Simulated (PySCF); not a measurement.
## [W(=O)(OH)4] (charge 0, multiplicity 1)

These are PySCF 2.14.0 with TPSSh-D3(BJ)/def2-TZVP // BP86-D3(BJ)/def2-SVP values and carry that method's errors.

```json
{
  "HOMO": "-8.35 eV",
  "dipole_moment": "0.33 D",
  "LUMO": "-3.49 eV",
  "HOMO–LUMO gap": "4.86 eV",
  "charge on the central atom (Mulliken)": "1.53 e",
  "total_energy": "-446.0064 Ha",
  "cost": "very roughly 10 core-minutes"
}
```

```xyz
10

W      0.2274    -0.0675    -0.1391
O     -1.0918    -0.6208     0.8145
O      1.7154     0.1767     1.0656
H      2.0580    -0.5913     1.5637
O      0.1210     1.8599    -0.1550
H      0.1704     2.3477     0.6906
O      1.1742    -1.6415    -0.7337
H      0.7103    -2.2966    -1.2914
O     -0.4133     0.0382    -1.9572
H     -1.1590     0.6346    -2.1659
```
Charge 0, spin multiplicity 1.
